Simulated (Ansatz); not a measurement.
Input file for Ansatz (a quantum-chemistry and plane-wave program): R-RI-MP2/cc-pVQZ on ethylenediamine (SMILES NCCN), a point of a torsion scan. Files ending in .json are basis or fitting sets from the Basis Set Exchange.

Ansatz 0.2 input:
```yaml
crystal:
  periodic: [false, false, false]
  atoms:
    - {symbol: N, position_ang: [1.78608255, 0.33151634, -0.29204109]}
    - {symbol: C, position_ang: [0.57664275, 0.17196223, 0.49823765]}
    - {symbol: C, position_ang: [-0.65389584, 0.35428338, -0.38903473]}
    - {symbol: N, position_ang: [-1.85735829, 0.03801075, 0.36174181]}
    - {symbol: H, position_ang: [2.60629055, 0.21111036, 0.29189457]}
    - {symbol: H, position_ang: [1.82472294, 1.26588687, -0.68759233]}
    - {symbol: H, position_ang: [0.51167199, 0.87615417, 1.34732631]}
    - {symbol: H, position_ang: [0.56703055, -0.84218989, 0.90353384]}
    - {symbol: H, position_ang: [-0.58401235, -0.34172321, -1.22782290]}
    - {symbol: H, position_ang: [-0.64971753, 1.38023231, -0.79963529]}
    - {symbol: H, position_ang: [-2.67606642, 0.12941963, -0.22934346]}
    - {symbol: H, position_ang: [-1.96449732, 0.68069524, 1.14036102]}
basis:
  gaussian:
    orbitals: cc-pVQZ
    fitting: {mean_field: def2-universal-JKFIT, correlation: cc-pVQZ-RIFIT.json}
magnetization: {spin_polarized: false}
correlation: {method: mp2, electrons: outside_noble_gas}
scf: {lower_state_search: off}
```

**Question.** What total energy does the run end on?

**Answer.** -190.2006 hartree.

**Question.** How many basis functions does it have, and what does it roughly cost on one machine?

**Answer.** 460 functions; about 12 core-seconds (a rough figure).
